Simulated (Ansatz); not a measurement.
B$_{2}$H$_{5}$NOSi (`O[SiH]1BNB1`). Charge 0, multiplicity 1. The geometry is a stationary point of PBE0-D4/def2-TZVP. It is one conformer, not always the lowest.

```xyz
10

O    -0.008    1.637    1.764
Si   -0.121    0.212    0.932
B    -1.026    0.004   -0.853
N     0.068   -0.787   -1.328
B     1.164   -0.405   -0.491
H    -0.092    1.592    2.717
H    -0.478   -0.894    1.868
H    -1.937    0.349   -1.546
H     0.126   -1.265   -2.218
H     2.305   -0.443   -0.845
```

What is the dipole moment at PBE/def2-TZVPP? (Best estimate.)

The calculation gave: 1.16 D, with components (-0.03, -1.11, -0.34) D in this frame, pointing from negative to positive charge.

And with r2SCAN, B3LYP, ωB97M-V? (Best estimate.)

Computed: r2SCAN 1.17 D, B3LYP 1.18 D, ωB97M-V 1.18 D.

Give the Mulliken charges with PBE, r2SCAN, B3LYP in def2-TZVPP. (Best estimate.)

Computed: 
```json
{"atom": "O1", "PBE": "-0.38", "r2SCAN": "-0.44", "B3LYP": "-0.42"}
{"atom": "Si2", "PBE": "0.27", "r2SCAN": "0.40", "B3LYP": "0.31"}
{"atom": "B3", "PBE": "-0.08", "r2SCAN": "-0.05", "B3LYP": "-0.05"}
{"atom": "N4", "PBE": "-0.02", "r2SCAN": "-0.10", "B3LYP": "-0.08"}
{"atom": "B5", "PBE": "-0.09", "r2SCAN": "-0.06", "B3LYP": "-0.06"}
{"atom": "H6", "PBE": "0.19", "r2SCAN": "0.20", "B3LYP": "0.18"}
{"atom": "H7", "PBE": "-0.09", "r2SCAN": "-0.11", "B3LYP": "-0.11"}
{"atom": "H8", "PBE": "0.02", "r2SCAN": "0.01", "B3LYP": "0.04"}
{"atom": "H9", "PBE": "0.16", "r2SCAN": "0.15", "B3LYP": "0.15"}
{"atom": "H10", "PBE": "0.02", "r2SCAN": "0.01", "B3LYP": "0.04"}
```

B3LYP here is the variant with VWN-RPA as its local correlation; programs differ in this.
